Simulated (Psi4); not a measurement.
Input for Psi4:
```
memory 2 GB

molecule {
0 1
  Si    1.35510057    0.08514925   -0.29001606
  F     2.15711087    0.12075900    1.10944568
  Si   -0.86502522   -0.08820021    0.23921756
  F    -1.51220900   -1.28119597   -0.61677143
  F    -1.65874776    1.16450325   -0.37331217
  H     1.75208731    1.32567441   -0.95087467
  H     1.92109560   -1.06744122   -0.98578491
  H    -1.40962456   -0.25211627    1.57357964
}

set basis def2-svp
set freeze_core true

energy('mp4')
print_variables()
```

Problem. What nuclear repulsion energy does MP4/def2-SVP (Psi4 1.11) give?

Solution. 306.9017 Eh

Problem. What is the computed MP2 correlation energy (MP4/def2-SVP)?

Solution. -0.7396 Eh

Problem. Predict the number of basis functions from MP4/def2-SVP.

Solution. 93
